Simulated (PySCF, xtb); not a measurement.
GeH6OSi, SMILES [SiH2](O)[GeH3].

GFN2-xTB (xtb 6.7.1) at its own geometry gives an orbital gap of 5.18 eV and a dipole moment of 1.52 D.

Geometry: ωB97X-D3(BJ)/def2-SVP. One conformer was computed; it need not be the lowest.

Q: What does r2SCAN/def2-TZVPD in PySCF give? (An estimate is asked for; the answer gives what the named calculation found.)

A: gap 5.97 eV (levels -6.94 and -0.97 eV), dipole 1.04 D.
